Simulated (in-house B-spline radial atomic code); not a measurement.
Cs⁺. Computed with a B-spline radial atomic code. Model: all-electron spherical atom, spin shells full or empty, radial basis limit, no spin-orbit coupling, Breit or QED, empty-state partial waves extrapolated as (l+1/2)^-4, RPA, G0W0 and static COHSEX of the highest shell as one setting changes (uncorrelated shells keep exact exchange).

Empty levels are discrete states of a finite basis, so the steps are uneven.

Given: element Cs; charge 1; filled core Kr; hamiltonian one-electron scalar X2C; mean-field start PBE0; highest l of empty states 9; nuclear rms radius 4.8041 fm; lowest nl shells left uncorrelated 0; highest mean-field shell 5p; box radius 23.78 bohr.

Shell: 4d 5 5, 5s 1 1, 5p 3 3 (electrons up and down).

```json
{"highest empty level kept (hartree)": "1.33", "RPA correlation energy (hartree)": "-0.51298", "G0W0 level (eV)": "-22.782", "G0W0 minus most complete (meV)": "1028.3", "COHSEX level (eV)": "-23.671", "linearised minus solved G0W0 (meV)": "-9"}
{"highest empty level kept (hartree)": "2.67", "RPA correlation energy (hartree)": "-0.7265", "G0W0 level (eV)": "-23.104", "G0W0 minus most complete (meV)": "706.2", "COHSEX level (eV)": "-24.421", "linearised minus solved G0W0 (meV)": "-11.1"}
{"highest empty level kept (hartree)": "4.67", "RPA correlation energy (hartree)": "-0.90729", "G0W0 level (eV)": "-23.348", "G0W0 minus most complete (meV)": "462", "COHSEX level (eV)": "-25.009", "linearised minus solved G0W0 (meV)": "-13.1"}
{"highest empty level kept (hartree)": "8", "RPA correlation energy (hartree)": "-1.1224", "G0W0 level (eV)": "-23.518", "G0W0 minus most complete (meV)": "291.8", "COHSEX level (eV)": "-25.418", "linearised minus solved G0W0 (meV)": "-14.6"}
{"highest empty level kept (hartree)": "13.33", "RPA correlation energy (hartree)": "-1.404", "G0W0 level (eV)": "-23.627", "G0W0 minus most complete (meV)": "183", "COHSEX level (eV)": "-25.684", "linearised minus solved G0W0 (meV)": "-15.6"}
{"highest empty level kept (hartree)": "24", "RPA correlation energy (hartree)": "-1.8061", "G0W0 level (eV)": "-23.712", "G0W0 minus most complete (meV)": "98.2", "COHSEX level (eV)": "-25.897", "linearised minus solved G0W0 (meV)": "-16.5"}
{"highest empty level kept (hartree)": "40", "RPA correlation energy (hartree)": "?", "G0W0 level (eV)": "?", "G0W0 minus most complete (meV)": "?", "COHSEX level (eV)": "?", "linearised minus solved G0W0 (meV)": "?"}
{"highest empty level kept (hartree)": "80", "RPA correlation energy (hartree)": "-2.6225", "G0W0 level (eV)": "-23.772", "G0W0 minus most complete (meV)": "38.4", "COHSEX level (eV)": "-26.089", "linearised minus solved G0W0 (meV)": "-17.1"}
{"highest empty level kept (hartree)": "160", "RPA correlation energy (hartree)": "-3.0819", "G0W0 level (eV)": "-23.79", "G0W0 minus most complete (meV)": "20.4", "COHSEX level (eV)": "-26.144", "linearised minus solved G0W0 (meV)": "-17.3"}
{"highest empty level kept (hartree)": "333.33", "RPA correlation energy (hartree)": "-3.4179", "G0W0 level (eV)": "-23.799", "G0W0 minus most complete (meV)": "11.3", "COHSEX level (eV)": "-26.173", "linearised minus solved G0W0 (meV)": "-17.4"}
{"highest empty level kept (hartree)": "800", "RPA correlation energy (hartree)": "?", "G0W0 level (eV)": "?", "G0W0 minus most complete (meV)": "?", "COHSEX level (eV)": "?", "linearised minus solved G0W0 (meV)": "?"}
{"highest empty level kept (hartree)": "2666.7", "RPA correlation energy (hartree)": "-4.0652", "G0W0 level (eV)": "-23.81", "G0W0 minus most complete (meV)": "0", "COHSEX level (eV)": "-26.208", "linearised minus solved G0W0 (meV)": "-17.5"}
```

Problem. What follows for highest empty level kept = 800?

Solution. RPA correlation energy -3.8135 hartree; G0W0 level -23.806 eV; G0W0 minus most complete 3.6 meV; COHSEX level -26.196 eV; linearised minus solved G0W0 -17.5 meV.

Problem. What follows for highest empty level kept = 40?

Solution. RPA correlation energy -2.1006 hartree; G0W0 level -23.743 eV; G0W0 minus most complete 66.8 meV; COHSEX level -25.989 eV; linearised minus solved G0W0 -16.8 meV.
